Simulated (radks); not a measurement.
Spherical quantum dot in the effective-mass picture: electrons in a hard-walled sphere of radius 2.48, all in effective atomic units (hartree* = m*/eps^2 hartree, bohr* = eps/m* bohr), one dielectric constant everywhere. Calculated with a radial shooting solver with Libxc functionals: non-relativistic Kohn-Sham, LDA (Slater exchange, Perdew-Wang correlation), spin-polarised, spherical densities. Levels are named by radial order and angular momentum (1s, 1p, 1d, 2s, ...), and open shells are averaged over m. Results are scaled to m* = 0.031 and eps = 11.8, for which hartree* = 6.058 meV and bohr* = 20.14 nm.

N = 28, configuration 1s2 1p6 1d10 1f(up 7, down 3). This is the lowest configuration that the search found. Occupied and some empty levels:

| level | occupation | eigenvalue (meV) | <r> (nm) |
|---|---|---|---|
| 1s up | 1 | 93.393 | 32.55 |
| 1s down | 1 | 93.757 | 32.43 |
| 1p up | 3 | 96.205 | 34.30 |
| 1p down | 3 | 96.597 | 34.24 |
| 1d up | 5 | 100.86 | 35.63 |
| 1d down | 5 | 101.27 | 35.60 |
| 1f up | 7 | 107.11 | 36.70 |
| 1f down | 3 | 107.53 | 36.68 |
| 2s up | 0 | 109.58 | 22.50 |
| 2s down | 0 | 109.74 | 22.52 |
| 1g up | 0 | 114.84 | 37.57 |
| 1g down | 0 | 115.26 | 37.57 |
| 2p up | 0 | 118.48 | 26.11 |
| 2p down | 0 | 118.68 | 26.10 |
| 2d up | 0 | 128.86 | 28.46 |
| 2d down | 0 | 129.10 | 28.44 |

Energy (meV): total 1643.81, kinetic 520.01, external 0, Hartree 1241.6, exchange-correlation -117.82.

Electron density:

| r (nm) | n(r) (e/nm^3) |
|---|---|
| 1.44 | 3.724e-06 |
| 5.17 | 4.506e-06 |
| 8.90 | 6.514e-06 |
| 12.6 | 0.00001057 |
| 16.4 | 0.00001800 |
| 20.1 | 0.00003040 |
| 23.8 | 0.00004873 |
| 27.5 | 0.00007174 |
| 31.3 | 0.00009387 |
| 35.0 | 0.0001045 |
| 38.7 | 0.00009240 |
| 42.4 | 0.00005677 |
| 46.2 | 0.00001686 |
| 49.9 | 1.373e-08 |
